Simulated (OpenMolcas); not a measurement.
A calculation on Ar2+.

```
Program             : OpenMolcas 26.06
Method              : XMS-CASPT2, IPEA 0.25 Eh, imaginary shift 0.1 Eh (closed shells correlated: 2s 2p)
Basis               : ANO-RCC-VTZP [5s4p2d1f]
Scalar Hamiltonian  : DKH2, point nucleus
Active space        : 6 electrons in 4 orbitals (3s 3p)
State averaging     : 2S+1 = 3 even, 3 roots; 2S+1 = 1 even, 6 roots; 2S+1 = 3 odd, 3 roots; 2S+1 = 1 odd, 3 roots
Spin-orbit coupling : RASSI with atomic mean-field integrals over the reference wave functions, term energies averaged over their components
```

Question: Which level of the active space comes out lowest?

Answer: 3s2 3p4 3P2, with 100 % of that term; it is also the measured ground level.

Question: How high does 3s 3p5 3P* 0 lie?

Answer: 124860 cm-1 above the lowest level; measured 115328 cm-1 above the ground level, so the calculation is off by +8 %.

Question: How high does 3s 3p5 1P* 1 lie?

Answer: 174840 cm-1 above the lowest level; measured 144022 cm-1 above the ground level, so the calculation is off by +21 %.

Question: How high does 3s2 3p4 3P0 lie?

Answer: 1474 cm-1 above the lowest level; measured 1570 cm-1 above the ground level, so the calculation is off by -6 %.

Measured values: Saloman, J. Phys. Chem. Ref. Data 39, 033101 (2010).

Term energies are means over components that CASPT2 splits; among the terms shown or strongly mixed into the levels shown the widest spread is 130 cm-1 (3s 3p5 3P*). Over all roots computed the reference weight is 0.86 to 0.96; the roots of lowest weight are the least certain, and an intruder state may touch them. Terms of s pⁿ other than that of highest spin mix with s² pⁿ⁻² d, which this space lacks; all of them can be thousands of cm-1 off, and some have no real level of that name. Measured partners are found by configuration, term and J. A level has none where our copy of the source lacks it or the pairing is in doubt (some pairs that miss far off the trend of their configuration count as doubtful), and it then counts in no deviation. Only configurations of the active space appear.

* marks odd parity.
